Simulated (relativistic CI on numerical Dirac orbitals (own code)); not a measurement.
**Electric-dipole lines of Pm XLVI**

Computed by Dirac-Coulomb-Breit CI, orbitals from a KLI potential per configuration, QED by a radiative potential, unscaled Slater integrals (own radial code, finite nucleus).

CI space (outside the closed core [Ne]): 3s2 3p4, 3s 3p5, 3s2 3p3 3d, 3p6, 3s 3p4 3d, 3p5 3d, 3s 3p3 3d2, 3s2 3p2 3d 4p, 3p5 4s, 3s 3p3 3d 4s, 3p5 4p, 3s2 3p3 4s, 3s2 3p3 4p, 3p4 3d 4p, 3s2 3p3 4d, 3s 3p4 4s, 3s2 3p3 4f, 3s 3p4 4p, 3s 3p4 4d, 3s 3p4 4f, 3s2 3p3 5s, 3s2 3p3 5p, 3s2 3p2 4s 4p, 3s2 3p3 5d, 3s2 3p3 5f, 3s2 3p3 5g, 3s 3p3 4s2, 3s 3p4 5s, 3s2 3p2 3d2, 3s2 3p 3d3, 3s 3p2 3d3, 3s2 3p 3d2 4s, 3s2 3p 3d2 4p, 3s2 3p 3d2 4d, 3p4 3d2, 3p3 3d3, 3p3 3d2 4s, 3p3 3d2 4p, 3p3 3d2 4d, 3s2 3p2 3d 4s, 3s 3p2 3d2 4s, 3s2 3p 3d 4s2, 3s2 3p 3d 4s 4p, 3s2 3p 3d 4s 4d, 3p4 3d 4s, 3p3 3d 4s2, 3p3 3d 4s 4p, 3p3 3d 4s 4d, 3s2 3p2 4s2, 3s 3p2 3d 4s2, 3s2 3p 4s2 4p, 3s2 3p 4s2 4d, 3s2 3p2 4p2, 3s2 3p 3d 4p2, 3s 3p2 3d 4p2, 3s2 3p 4s 4p2, 3s2 3p 4p3, 3s2 3p 4p2 4d, 3s 3p3 4s 4p, 3s 3p2 3d 4s 4p, 3s 3p2 4s2 4p, 3s 3p2 4s 4p2, 3s 3p2 4s 4p 4d. Double excitations out of closed p, d and f shells are left out; levels of such configurations are missing from the list, as are those of other unlisted configurations, and high levels can miss mixing partners. These lack a partner that the ground configuration has and come out too high: 3s2 3p3 4f, 3s 3p4 4p, 3s 3p4 4d, 3s 3p4 4f, 3s2 3p3 5s.

```
λ vac (nm)                  Lower                   Upper   A (s⁻¹)  E lower (10³ cm⁻¹)  E upper (10³ cm⁻¹)
    3.3950   3s2 3p3 3d 3F°_2 [5]   3s2 3p2 3d2 3D_1 [94]  1.15e+12              1474.4              4420.0
    3.4400   3s2 3p3 3d 3F°_4 [9]  3s2 3p2 3d2 3D_3 [114]  1.34e+12              1761.0              4667.9
    3.4407   3s2 3p3 3d 3F°_3 [8]   3s2 3p2 3d2 5D_2 [97]  1.35e+12              1528.1              4434.5
    3.4440   3s2 3p3 3d 3F°_3 [8]   3s2 3p2 3d2 3F_3 [96]  1.58e+12              1528.1              4431.7
    3.4511  3s2 3p3 3d 5D°_4 [23]  3s2 3p2 3d2 3D_3 [213]  1.15e+12              2785.5              5683.2
    3.4729       3s2 3p4 3P_2 [1]   3s2 3p3 3d 3P°_1 [29]  9.74e+11                 0.0              2879.4
    3.4800  3s2 3p3 3d 3D°_3 [11]  3s2 3p2 3d2 1G_4 [126]  5.31e+11              1921.4              4794.9
    3.5081  3s2 3p3 3d 3D°_3 [11]  3s2 3p2 3d2 3D_3 [122]  1.08e+12              1921.4              4771.9
    3.5146   3s2 3p3 3d 3F°_4 [9]  3s2 3p2 3d2 3F_4 [107]  1.35e+12              1761.0              4606.2
    3.5164       3s2 3p4 3P_2 [1]   3s2 3p3 3d 3P°_2 [25]  1.26e+12                 0.0              2843.8
    3.5282       3s2 3p4 1S_0 [2]   3s2 3p3 3d 3D°_1 [31]  1.20e+12               124.5              2958.8
    3.5445       3s2 3p4 3P_2 [1]   3s2 3p3 3d 3D°_3 [24]  8.84e+11                 0.0              2821.3
    3.6167       3s2 3p4 1D_2 [4]   3s2 3p3 3d 1F°_3 [63]  8.19e+11              1165.6              3930.6
    3.6174   3s2 3p3 3d 3F°_4 [9]  3s2 3p2 3d2 5F_5 [102]  5.19e+11              1761.0              4525.4
    4.2394       3s2 3p4 1D_2 [4]       3s 3p5 1P°_1 [45]  7.84e+11              1165.6              3524.5
    4.8351       3s2 3p4 3P_1 [3]   3s2 3p3 3d 1D°_2 [39]  2.93e+11              1101.3              3169.5
    4.9904       3s2 3p4 1D_2 [4]   3s2 3p3 3d 1D°_2 [39]  2.68e+11              1165.6              3169.5
    5.0882  3s2 3p3 3d 3G°_4 [20]  3s2 3p2 3d2 3H_5 [105]  3.01e+11              2631.9              4597.2
    5.1147       3s2 3p4 1D_2 [4]   3s2 3p3 3d 1F°_3 [37]  2.79e+11              1165.6              3120.8
    5.2047       3s2 3p4 3P_2 [1]   3s2 3p3 3d 3D°_3 [11]  2.09e+11                 0.0              1921.4
```

Terms are leading LS components. Brackets give the number of a level in order of energy, since labels repeat. The list gives strong lines, with weight on those to low levels, without lines whose two gauges differ by over a factor of 2.5, among the lowest 400 of 10362 levels, so that lines to higher ones, which can be the strongest, are missing. Levels whose partners in the same complex of configurations lie outside the list can be far off, and so can their lines. Rates are taken at the computed energies, electric ones in the length gauge.

At this charge energies of transitions that change n are usually good to better than 1 %, and those within a shell (Δn = 0) to a few per cent.

LS names give the leading component of a level, which can be under half, so a name can repeat, a term be missing and a line seem to break the LS rules.
